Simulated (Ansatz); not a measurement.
Species: C$_{2}$H$_{3}$OSi, SMILES `C#C[SiH2][O-]` (charge -1, multiplicity 1), formula C2H3OSi.

### Question
How many basis functions does frozen-core CCSD(T)/def2-TZVPD // CAM-B3LYP-D3(BJ)/def2-TZVPD (Ansatz, a quantum-chemistry and plane-wave program) use, how many core orbitals are frozen, and how many electrons are correlated?

### Answer
184 basis functions and 8 frozen orbitals, which leaves 22 correlated electrons. Core time is of the order of minutes.
